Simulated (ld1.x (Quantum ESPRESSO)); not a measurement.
Before and after: RRKJ potential for Sn (Z = 50)

```
Element                 : Sn (Z = 50)
Generator               : ld1.x (Quantum ESPRESSO) 7.5
Type                    : norm-conserving RRKJ (Kleinman–Bylander form)
Functional              : LDA (PZ)
Relativity              : scalar-relativistic
Frozen core             : [Kr]
Valence charge          : 14
Reference configuration : 4d10 5s2 5p2
Partial waves           : 5s (bound): rc 2.00 bohr; 4d (bound): rc 1.25 bohr; 4f channel at 0.25 Ry: rc 2.70 bohr; 5p (bound): rc 2.65 bohr
Local potential         : the p channel
Core correction         : a·sin(br)/r model core, default radius (core density twice the valence density)
rho0                    : 0.01
```

All-electron outer shells of the reference configuration (LDA (PZ), scalar-relativistic, ld1.x):

```
shell  level (eV)  outermost node (bohr)  outermost maximum (bohr)
   4s     -133.65                   0.40                      0.74
   4p      -89.56                   0.41                      0.79
   4d      -25.90                   0.39                      0.88
   5s      -10.81                   0.98                      2.01
   5p       -3.87                   1.09                      2.55
```

Change: wave 5s (bound): rc 2.00 bohr becomes 5s (bound): rc 2.94 bohr.

Cutoffs: the cutoffs (Ry, on a coarse ladder) from which the occupation-weighted sum of valence levels, in a spherical-Bessel basis at the reference potential, stays within 10 and 1 mRy of its value at 400 Ry; they do not see the model core or the augmentation charge, which bear on the density cutoff. Errors are all-electron minus pseudo energies relative to the spin-unpolarised reference configuration.

Problem. How do hardness, ghosts and transferability respond?

Solution. The potential gets neither clearly harder nor softer (90 Ry and 120 Ry → 90 Ry and 120 Ry); the d channel sets the loose cutoff, while the largest relative change is in s, which becomes softer; of the 9 tests that both files solve, the error grows in 6 and shrinks in 1 by more than 15 % and 0.3 meV (median size 1.8 → 6.7 meV); neither file shows a bound ghost.

| quantity | base | changed |
| --- | --- | --- |
| cutoff, loose | 90 Ry | 90 Ry |
| cutoff, tight | 120 Ry | 120 Ry |
| loose cutoff by channel (10 mRy a level) | s 30 Ry, d 70 Ry, p 6 Ry | s 8 Ry, d 70 Ry, p 6 Ry |
| bound ghosts | none | none |
| error for 4d10 5s2 5p1, meV [ΔE 7.10 eV] | -0.6 | +0.4 |
| error for 4d10 5s2 5p0, meV [ΔE 21.36 eV] | -2.2 | +6.7 |
| error for 4d10 5s1 5p0, meV [ΔE 52.81 eV] | -12 | -21 |
| error for 4d10 5s0 5p0, meV [ΔE 94.37 eV] | -92 | -249 |
| error for 4d9 5s2 5p2, meV [ΔE 32.77 eV] | -286 | -200 |
| error for 4d10 5s2 5p2.3, meV [ΔE -0.90 eV] | +0.4 | +0.3 |
| error for 4d10 5s1 5p2, meV [ΔE 14.83 eV] | +1.7 | -12 |
| error for 4d10 5s2 5p2 (spin-polarised), meV [ΔE -0.47 eV] | +1.8 | +3.1 |
| error for 4d10 5s2 5p1 (spin-polarised), meV [ΔE 6.95 eV] | -0.2 | +1.5 |
